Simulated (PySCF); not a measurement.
Working out the excitation energy of Cl⁺

Cl⁺ [Ne] 3s2 3p4 (3P) → Cl⁺ [Ne] 3s1 3p5 (3P). All numbers are calculated (PySCF 2.14, no relativity, point nucleus, in aug-cc-pwCVDZ (6s5p3d, 36 functions)). Frozen: [Ne]. Energies in hartree (1 hartree = 27.21139 eV):

| part | Cl⁺ (lower) | Cl⁺ (upper) |
| --- | --- | --- |
| UHF | -459.038793 | -458.513964 |
| CCSD correlation | -0.118250 | -0.213631 |
| (T) | -0.001859 | -0.009594 |

Task: What does Hartree-Fock give?

Result: (-458.513964) − (-459.038793) = 0.524829 hartree = 14.281 eV.

Task: What do CCSD and CCSD(T) give?

Result: The CCSD correlation energies differ by -0.095381 hartree = -2.595 eV and the triples by -0.007735 hartree = -0.210 eV, so CCSD gives 11.686 eV and CCSD(T) 11.476 eV.

Measured between the centres of the two terms (NIST): 11.573 eV, so CCSD(T) (valence) is off by -0.097 eV.

A double-zeta basis recovers only part of the correlation energy.

The coupled-cluster amplitudes are large, so a single reference is strained.

What remains against the reference includes basis incompleteness, the frozen core and higher excitations.
